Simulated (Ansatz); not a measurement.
C$_{4}$H$_{13}$BO, SMILES `C[BH-](C)[O+](C)C`, relaxed with RKS PBE-D4/def2-SVP in Ansatz from a rough embedded geometry. The force threshold is 0.03 eV/Å; the program also tests the step.

Charge 0, multiplicity 1.

Start:

```xyz
19

C     1.264    1.209   -0.180
B    -0.171    0.543   -0.568
C    -1.307    1.551   -0.138
O    -0.536   -0.804   -0.032
C     0.192   -1.842   -0.780
C    -0.115   -0.972    1.364
H     1.449    2.069   -0.782
H     2.042    0.416   -0.406
H     1.290    1.420    0.939
H    -0.226    0.509   -1.742
H    -1.300    2.467   -0.767
H    -1.225    1.905    0.928
H    -2.301    1.035   -0.241
H    -0.143   -1.848   -1.798
H     1.304   -1.740   -0.729
H    -0.119   -2.874   -0.365
H    -0.588   -0.171    1.978
H     0.993   -0.971    1.537
H    -0.503   -1.901    1.783
```

**Question.** By how much does the energy fall, and how many steps does the optimiser take? (Best estimate.)

**Answer.** Ansatz gave: 99.19 kJ/mol, in 7 steps, 1 of them rejected.

**Question.** Which bonds change most? (Estimate.)

**Answer.** Computed: B2–O4 from 1.495 to 1.760 Å; B2–H10 from 1.175 to 1.235 Å; C1–H7 from 1.066 to 1.112 Å; C5–H16 from 1.155 to 1.110 Å.

**Question.** Give the relaxed structure. (Estimate.)

**Answer.** The calculation gave: 
```xyz
19

C     1.330    1.184   -0.304
B    -0.169    0.730   -0.673
C    -1.371    1.585   -0.041
O    -0.369   -0.883    0.001
C     0.283   -1.930   -0.725
C    -0.223   -1.005    1.420
H     1.527    2.149   -0.820
H     2.129    0.492   -0.651
H     1.495    1.380    0.779
H    -0.335    0.429   -1.860
H    -1.411    2.557   -0.581
H    -1.248    1.847    1.035
H    -2.370    1.118   -0.171
H     0.060   -1.760   -1.792
H     1.382   -1.900   -0.565
H    -0.119   -2.910   -0.393
H    -0.777   -0.165    1.873
H     0.847   -0.951    1.716
H    -0.660   -1.970    1.751
```
